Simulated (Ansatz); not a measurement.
The same path of AlH3OS2 (7 atoms, charge 0, multiplicity 1) was run twice with different band settings.

Computed with Ansatz, RKS r2SCANh-D4/def2-SVP.

Relaxed end points:

```xyz
7
Properties=species:S:1:pos:R:3
O -1.981 0.194 0.458
Al -0.336 0.028 0.125
S 0.965 0.003 1.871
S 0.376 -0.145 -1.935
H -2.743 0.237 -0.118
H 2.098 -0.155 1.156
H 1.681 -0.232 -1.603
```

```xyz
7
Properties=species:S:1:pos:R:3
O -1.748 0.159 0.272
Al -0.068 0.012 0.249
S 0.930 0.017 2.179
S 1.137 -0.177 -1.566
H -2.418 0.197 -0.407
H 2.153 -0.132 1.627
H 0.075 -0.143 -2.399
```

Common settings: spring 5.0 eV/Å²; optimiser quadratic models (default); start path through a guess of the saddle point; force threshold 0.03 eV/Å; iteration limit 60; end points relaxed.

| run | movable images | climbing image |
| --- | --- | --- |
| 1 | 9 | yes |
| 2 | 6 | no |

Problem. What does each run give, and how far can it be trusted?

Solution. Run 1: converged after 21 iterations, highest image 0.100 eV above the first end. A vibrational analysis at the climbing image gives one clearly imaginary mode, 187i cm⁻¹: a first-order saddle point.
Run 2: converged after 17 iterations, highest image 0.096 eV above the first end. No image climbed, so the highest image needn't sit at the top of the path.
